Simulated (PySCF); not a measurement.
**NMR data sheet: C7H12BF**

```
Formula                               : C7H12BF
SMILES                                : C=C1C[C@@H](B(C)C)[C@H]1F
Point group of the computed structure : C1
Carbon signals                        : 6
Proton signals                        : 7
```

Molfile (atoms numbered from 1):
```
C7H12BF
     RDKit          3D

 21 21  0  0  0  0  0  0  0  0999 V2000
    2.6930    1.1400    0.1120 C   0  0  0  0  0  0  0  0  0  0  0  0
    1.8519    0.1136    0.0472 C   0  0  0  0  0  0  0  0  0  0  0  0
    1.1265   -0.7552    1.0470 C   0  0  0  0  0  0  0  0  0  0  0  0
    0.0078   -0.9614   -0.0160 C   0  0  1  0  0  0  0  0  0  0  0  0
   -1.2475    0.0143    0.0247 B   0  0  0  0  0  0  0  0  0  0  0  0
   -1.2262    1.3168    0.8977 C   0  0  0  0  0  0  0  0  0  0  0  0
   -2.4989   -0.3369   -0.8525 C   0  0  0  0  0  0  0  0  0  0  0  0
    1.0139   -0.4340   -1.0746 C   0  0  1  0  0  0  0  0  0  0  0  0
    0.5421    0.4694   -1.9977 F   0  0  0  0  0  0  0  0  0  0  0  0
    3.1203    1.4687    1.0634 H   0  0  0  0  0  0  0  0  0  0  0  0
    2.9645    1.6963   -0.7894 H   0  0  0  0  0  0  0  0  0  0  0  0
    0.8466   -0.2793    1.9991 H   0  0  0  0  0  0  0  0  0  0  0  0
    1.6706   -1.6872    1.2717 H   0  0  0  0  0  0  0  0  0  0  0  0
   -0.3029   -2.0037   -0.1876 H   0  0  0  0  0  0  0  0  0  0  0  0
   -1.9583    2.0758    0.5846 H   0  0  0  0  0  0  0  0  0  0  0  0
   -0.2313    1.7772    0.9935 H   0  0  0  0  0  0  0  0  0  0  0  0
   -1.5194    0.9985    1.9186 H   0  0  0  0  0  0  0  0  0  0  0  0
   -2.6260   -1.4056   -1.0811 H   0  0  0  0  0  0  0  0  0  0  0  0
   -2.3038    0.1708   -1.8190 H   0  0  0  0  0  0  0  0  0  0  0  0
   -3.4447    0.0802   -0.4741 H   0  0  0  0  0  0  0  0  0  0  0  0
    1.5102   -1.2467   -1.6345 H   0  0  0  0  0  0  0  0  0  0  0  0
  1  2  2  0
  2  3  1  0
  3  4  1  0
  4  5  1  0
  5  6  1  0
  5  7  1  0
  4  8  1  0
  8  9  1  0
  8  2  1  0
  1 10  1  0
  1 11  1  0
  3 12  1  0
  3 13  1  0
  4 14  1  6
  6 15  1  0
  6 16  1  0
  6 17  1  0
  7 18  1  0
  7 19  1  0
  7 20  1  0
  8 21  1  6
M  END
```

Calculated, not measured (PySCF): geometry: PBE0-D3(BJ)/def2-SVP, NMR shieldings at PBE0/pcSseg-1/GIAO. Relativity neglected, isolated molecule, one computed conformer, one averaged value for each set of equivalent atoms.

Chemical shifts δ = σref − σ; ¹H, ¹³C against TMS; ¹⁹F against CFCl3; ¹¹B vs BF3·OEt2, all at this level.

| carbon | δC, type | δH (multiplicity) | HMBC from (2–3 bonds) | span of the C tensor (ppm) |
| --- | --- | --- | --- | --- |
| C1 | 115.6, CH2 | H10 5.37 (m); H11 5.64 (m) | H21, H12, H13 | 210 |
| C2 | 159.4, C | – | H11, H21, H10, H12, H14, H13 | 219 |
| C3 | 27.8, CH2 | H12 2.50 (m); H13 2.30 (m) | H11, H21, H10, H14 | 24 |
| C4 | 38.9, CH | 2.49 (m) | H21, H12, H13, H15/H16/H17/H18/H19/H20 | 49 |
| C6/C7 | 16.8, CH3 | 1.00 (s) | H14, H15/H16/H17/H18/H19/H20 | 37 |
| C8 | 92.4, CH | 5.44 (m) | H11, H10, H12, H14, H13 | 77 |

Other nuclei:
```tsv
atoms	nucleus	environment	δ (ppm)	σ (ppm)
F9	¹⁹F	fluorine on an sp3 carbon	-184.4	361.6
B5	¹¹B	boron bonded to 3 C	87.8	12.9
```

δC 159.4: fully substituted alkene carbon; as expected for a trigonal carbon in a double bond. δC 115.6: terminal =CH2 carbon; the olefinic region. δC 92.4: allylic sp3 CH bonded to F; deshielded by the electronegative neighbour. δC 27.8: allylic sp3 CH2; a saturated carbon with 2 carbon neighbours and no heteroatom attached. δH 5.44: hydrogen on an allylic sp3 CH bonded to F; its carbon carries F, hence the downfield position.

A carbon bonded to boron is broadened by the quadrupolar boron nucleus and is often missing from a measured spectrum. Splittings by ¹⁹F in the carbon and heteronuclear signals aren't shown, as no couplings were computed. Shifts are as computed. Against solution values, carbons near 30 ppm lie about +2 ppm off and those near 130 ppm about +5 ppm. Of 1211 compounds with measured shifts, 218 miss one by over three times the rms of a fit or turn the order of signals round; such compounds aren't used in these exercises. Unscaled 19F shifts against computed CFCl3 carry errors that often reach 10 to 50 ppm. Multiplicities follow the n + 1 count of equivalent neighbours, as no J values were calculated; m marks all less simple cases, F and P coupling included.
